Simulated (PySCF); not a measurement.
## Energy of F²⁺ (fluorine, charge +2) between two integer charges

The 2p alpha orbital of [He] 2s2 2p3 is emptied in steps (occupation f), with all orbitals relaxed, ending at [He] 2s2 2p2. Computed with PySCF 2.14 in aug-cc-pVDZ, with the non-relativistic Hamiltonian (point nucleus). The exact energy is a straight line in f; departures are measured from the line between the end points of the same method.

Question: Among UHF, LDA, PBE, PBE0, r2SCAN, LC-wPBE, BHandHLYP, wB97X, MN15, r2SCAN0, which shows the largest delocalisation error (convex curve), and which is closest to linear?

Answer: Most convex: LDA (-2.926 eV at f = 0.5); closest to linear: UHF (0.366 eV).

| f | UHF (eV) | LDA (eV) | PBE (eV) | PBE0 (eV) | r2SCAN (eV) | LC-wPBE (eV) | BHandHLYP (eV) | wB97X (eV) | MN15 (eV) | r2SCAN0 (eV) |
| --- | --- | --- | --- | --- | --- | --- | --- | --- | --- | --- |
| 1 | 0.000 | 0.000 | 0.000 | 0.000 | 0.000 | 0.000 | 0.000 | 0.000 | 0.000 | 0.000 |
| 0.75 | 0.282 | -2.186 | -2.129 | -1.532 | -1.935 | -1.096 | -0.935 | -1.070 | -1.409 | -1.391 |
| 0.5 | 0.366 | -2.926 | -2.838 | -2.039 | -2.549 | -1.457 | -1.245 | -1.417 | -1.875 | -1.831 |
| 0.25 | 0.268 | -2.200 | -2.122 | -1.523 | -1.888 | -1.082 | -0.929 | -1.044 | -1.400 | -1.356 |
| 0 | 0.000 | 0.000 | 0.000 | 0.000 | 0.000 | 0.000 | 0.000 | 0.000 | 0.000 | 0.000 |

```
   method  E(f=0) − E(f=1) (eV)  −ε at f=1 (eV)  −ε at f=0.5 (eV)
      UHF                62.231          63.777            62.193
      LDA                63.205          51.612            63.166
      PBE                62.925          51.597            62.941
     PBE0                62.975          54.809            62.998
   r2SCAN                63.198          52.789            63.334
  LC-wPBE                63.109          57.274            63.141
BHandHLYP                62.857          57.868            62.872
    wB97X                62.665          56.959            62.727
     MN15                62.947          55.431            62.967
  r2SCAN0                63.167          55.680            63.267
```

Reference removal energy between the ground levels: 62.708 eV (semi-empirical (NIST evaluation); NIST Atomic Spectra Database, ionization energies). The calculation has no spin-orbit coupling. UHF lacks correlation.
